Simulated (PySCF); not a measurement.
## Gas-phase XPS of `C[NH][GeH2][O][SiH3]`, computed

Species: CH₉GeNOSi.
Structure used (PBE0-D3(BJ)/def2-SVP), in Å, numbered top down from 1:
```xyz
14
CH9GeNOSi angstrom
C      1.7326   -0.3504    0.9143
N      1.3032   -0.2390   -0.4594
Ge     0.2475    1.0876   -1.0974
O     -1.4595    0.8883   -0.5853
Si    -2.2321   -0.3638    0.1708
H      1.0557   -0.9489    1.5536
H      2.7400   -0.7952    0.9845
H      1.7982    0.6518    1.3670
H      1.2955   -1.1163   -0.9678
H      0.7084    2.4182   -0.4909
H      0.2591    1.0185   -2.6297
H     -3.6866   -0.0436    0.2462
H     -2.0619   -1.6521   -0.5768
H     -1.7115   -0.5740    1.5601
```

Method: delta-SCF UKS SCAN, pcX-2 on the ionised atom, pcseg-1 elsewhere, spin-free X2C (PySCF). Binding energies are ΔSCF values: E(core-ionised, relaxed orbitals) − E(ground state) at a fixed geometry, referred to the vacuum level.

What binding energy does each computed site have?

```
atom(s)                     environment     level  binding energy (eV)  2p1/2 (eV)  count
    Si5            oxygen-bound silicon     Si 1s              1846.98           –      1
     O4      oxygen bonded to Ge and Si      O 1s               536.98           –      1
     N2  nitrogen bonded to C, Ge and H      N 1s               404.48           –      1
     C1                 N-methyl carbon      C 1s               291.70           –      1
    Si5            oxygen-bound silicon  Si 2p3/2               107.06      107.69      1
```

Which effective nuclear charge Zeff reproduces each element's mean 1s value in the hydrogen-like formula E = 13.606 eV × Zeff²?

C (Z = 6): mean 291.7 eV, Zeff = 4.63, Z − Zeff = 1.37; N (Z = 7): mean 404.5 eV, Zeff = 5.45, Z − Zeff = 1.55; O (Z = 8): mean 537.0 eV, Zeff = 6.28, Z − Zeff = 1.72; Si (Z = 14): mean 1847.0 eV, Zeff = 11.65, Z − Zeff = 2.35. Means run over the listed sites, weighted by atom count.

Give the binding energy of N 1s of N2 (atom 2) in hartree and in kJ/mol.

404.48 eV = 14.8644 Eh = 39026 kJ/mol.

The 2p values aren't plain energy differences: one relaxed spin-free 2p hole is combined with a matrix within the shell (ground-state 2p orbital-energy differences and spin–orbit coupling). 2p3/2, the mean of its two sublevels, lies a third of the splitting below the shell's mean and 2p1/2 two thirds above it; the statistical areas are 2:1. 2p1/2 minus 2p3/2 (ligand field included): Si 0.62 eV. No level of germanium is listed. The structure is a single PBE0-D3(BJ)/def2-SVP conformer in the gas phase; no vibrational or solvent corrections.
